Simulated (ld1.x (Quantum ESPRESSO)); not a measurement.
## Scattering properties, PAW potential for nickel

```
Element                 : nickel (Ni)
Generator               : ld1.x (Quantum ESPRESSO) 7.5
Type                    : PAW
Functional              : PW91
Relativity              : fully relativistic
Frozen core             : [Ne]
Valence charge          : 18
Reference configuration : 3s2 3p6 3d8 4s1 4p1
Partial waves           : 3s (bound): rcut 1.20, rcutus 1.45 bohr; 4s (bound): rcut 1.20, rcutus 1.45 bohr; 3p (bound): rcut 1.05, rcutus 1.40 bohr; 4p (bound): rcut 1.05, rcutus 1.40 bohr; 3d (bound): rcut 0.80, rcutus 1.05 bohr; 3d channel at -0.4 Ry: rcut 0.80, rcutus 1.05 bohr
Local potential         : all-electron potential smoothed inside 1.15 bohr (lloc = -1)
Core correction         : Bessel-smoothed model core inside 0.80 bohr
Augmentation charge     : PSQ, inside the norm-conserving radii
```

Open shells are filled in proportion to 2j + 1 (rel_dist='average').

The phase is arctan(r·u′/u) with u = r·R(r), unwrapped; energies in Ry, scanned from -10 to 5 Ry. A pole is an energy at which the radial function vanishes at the test radius. The pseudo phase is shifted by a multiple of π to meet the all-electron one at the reference energy, and phase errors are pseudo minus all-electron; the curves can meet again beyond the range given. Levels narrower than the energy grid can be missing from the lists of poles.

Question: For each channel, where are the poles, and over which energies does the pseudopotential scatter like the atom?

Answer:

```json
{"channel": "s", "radius (bohr)": "1.61", "reference energy (Ry)": "-0.51", "poles, all-electron": "-8.06", "poles, pseudo": "-8.06", "unbroken range about the reference energy with phases within 0.05 rad": "the whole range", "phase error 1 Ry above the reference energy (rad)": "+0.001"}
{"channel": "p1/2", "radius (bohr)": "1.61", "reference energy (Ry)": "-0.16", "poles, all-electron": "-5.14", "poles, pseudo": "-5.15, 4.05", "unbroken range about the reference energy with phases within 0.05 rad": "below 1.2", "phase error 1 Ry above the reference energy (rad)": "-0.016"}
{"channel": "p3/2", "radius (bohr)": "1.61", "reference energy (Ry)": "-0.16", "poles, all-electron": "-4.96", "poles, pseudo": "-4.97, 3.87", "unbroken range about the reference energy with phases within 0.05 rad": "-5.7 to 1.2", "phase error 1 Ry above the reference energy (rad)": "-0.016"}
{"channel": "d3/2", "radius (bohr)": "1.61", "reference energy (Ry)": "-0.81", "poles, all-electron": "-0.03", "poles, pseudo": "-0.03", "unbroken range about the reference energy with phases within 0.05 rad": "the whole range", "phase error 1 Ry above the reference energy (rad)": "-0.000"}
{"channel": "d5/2", "radius (bohr)": "1.61", "reference energy (Ry)": "-0.79", "poles, all-electron": "0.00", "poles, pseudo": "0.00", "unbroken range about the reference energy with phases within 0.05 rad": "the whole range", "phase error 1 Ry above the reference energy (rad)": "-0.000"}
```

The ghost test of this file was not conclusive.

Phases in the p1/2 channel:

```tsv
E (Ry)	all-electron	pseudo
-10.00	1.345	1.331
-9.52	1.336	1.321
-9.04	1.325	1.309
-8.56	1.311	1.295
-8.08	1.293	1.277
-7.60	1.269	1.251
-7.12	1.231	1.212
-6.64	1.158	1.135
-6.16	0.934	0.901
-5.68	-0.783	-0.794
-5.20	-1.547	-1.550
-4.72	-1.679	-1.686
-4.24	-1.738	-1.746
-3.76	-1.776	-1.785
-3.28	-1.807	-1.815
-2.80	-1.834	-1.842
-2.32	-1.862	-1.869
-1.84	-1.892	-1.897
-1.36	-1.925	-1.929
-0.88	-1.964	-1.966
-0.40	-2.011	-2.011
0.08	-2.070	-2.070
0.56	-2.147	-2.154
1.04	-2.253	-2.282
1.52	-2.404	-2.505
2.00	-2.623	-2.944
2.48	-2.934	-3.654
2.96	-3.317	-4.216
3.44	-3.681	-4.511
3.92	-3.956	-4.678
4.40	-4.145	-4.792
4.88	-4.276	-4.882
```
